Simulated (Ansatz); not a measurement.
Cost and result for the atomization energy of C2H9FN2Si, SMILES `CC[Si](N)(N)F` (15 atoms, 14 bonds).

```tsv
atom	x (Å)	y (Å)	z (Å)
C1	-0.776	1.649	-0.491
C2	0.474	0.830	-0.804
Si3	0.598	-0.769	0.143
N4	0.514	-0.710	1.844
N5	-0.658	-1.793	-0.370
F6	2.084	-1.316	-0.142
H7	-0.802	2.582	-1.059
H8	-1.688	1.093	-0.725
H9	-0.820	1.911	0.570
H10	1.376	1.412	-0.583
H11	0.528	0.606	-1.876
H12	-0.347	-0.521	2.326
H13	1.323	-0.500	2.404
H14	-0.979	-1.798	-1.324
H15	-0.826	-2.675	0.087
```

The species carries charge 0 and has multiplicity 1. All single points use the PBE0-D4/def2-TZVP geometry. It is one conformer, not always the lowest. Program: Ansatz. All runs use 2 threads of an AMD EPYC 7R13 on a shared host and a share of an NVIDIA H100 80 GB. Times are those of one run each, without the atoms' runs, and a repeat can differ threefold. Electronic energies, without spin–orbit coupling; frozen cores. CCSD(T)/CBS adds CCSD(T) − MP2 in def2-TZVPP to the MP2 limit, and its time is that of the two runs behind it. T1 = 0.010. B3LYP takes the VWN-RPA correlation (the form of Gaussian; ORCA's B3LYP/G).

CCSD(T)/CBS is a level of theory with its own doubt, some kJ/mol a heavy atom from the limit and from the frozen cores, so smaller differences don't rank the functionals.

| level | functions | wall time | atomization (kJ/mol) | difference from CCSD(T)/CBS | per bond |
| --- | --- | --- | --- | --- | --- |
| PBE-D4/def2-TZVPP (with forces) | 323 | 4 s | 5862.7 | 74.4 | 5.3 |
| PBE0-D4/def2-TZVPP | 323 | 4 s | 5770.1 | -18.2 | -1.3 |
| r2SCAN-D4/def2-TZVPP (with forces) | 323 | 4.7 s | 5765.5 | -22.8 | -1.6 |
| B2PLYP/def2-TZVPP | 323 | 5.5 s | 5722.4 | -65.9 | -4.7 |
| ωB97X-V/def2-TZVPP | 323 | 6 s | 5799.3 | 11.0 | 0.8 |
| B3LYP-D4/def2-TZVPP (with forces) | 323 | 6 s | 5788.9 | 0.6 | 0.0 |
| MP2/def2-QZVPP | 625 | 6 s | 5801.1 | 12.8 | 0.9 |
| ωB97M-V/def2-TZVPP (with forces) | 323 | 10 s | 5804.6 | 16.3 | 1.2 |
| CCSD(T)/def2-TZVPP | 323 | 13 s | 5623.4 | -164.9 | -11.8 |
| CCSD(T)/CBS(def2) | – | 19 s | 5788.3 | 0.0 | 0.0 |

From PBE to PBE0 (25 % exact exchange), in def2-TZVPP and without D4, the atomization energy moves by −87.7 kJ/mol: exact exchange takes away binding that semilocal exchange gives to molecules. In def2-TZVPP, CCSD(T) changes the Hartree–Fock value by +1431.6 kJ/mol (the triples alone add +74.2 kJ/mol) and MP2 by +1510.5 kJ/mol; breaking electron pairs costs correlation energy, which Hartree–Fock lacks. The D4 term adds +51.3 kJ/mol with B3LYP and +27.3 kJ/mol with PBE0; it sums over pairs of atoms, weighted by their polarisabilities, and B3LYP, whose exchange is more repulsive, gets the larger term.
